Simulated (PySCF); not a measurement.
Computed shifts of a molecule C4H11NSi, PBE/pcSseg-1 (PySCF), GIAO, gas phase, atoms alike by connectivity averaged where their shifts nearly agree, in ppm (number of nuclei): ¹³C: 152.7 (1), 141.0 (1), 28.6 (1), 0.6 (1). ²⁹Si: -19.4 (1). ¹⁵N: 13.8 (1). ¹H: 6.48 (1), 6.18 (1), 5.23 (1), 2.24 (3), 0.49 (3), 0.34 (1), 0.07 (1). References: ¹³C against TMS (σ = 182.0 ppm); ²⁹Si against TMS (σ = 335.4 ppm); ¹⁵N against NH3 (σ = 267.0 ppm); ¹H against TMS (σ = 31.49 ppm), references at their B3LYP-D3(BJ)/def2-TZVP geometries, non-relativistic. Geometry optimised at B3LYP-D3(BJ)/def2-SVP. The values are those of a single conformer.

Q: Identify the compound among the candidates.
(A) C[C@@H]1C[C@H]1N[SiH3]
(B) C[C@H]1CC[SiH2]N1
(C) C/C=C(\C)[SiH2]N
(D) C/C=C/[Si@H](C)N

A: D, C/C=C/[Si@H](C)N
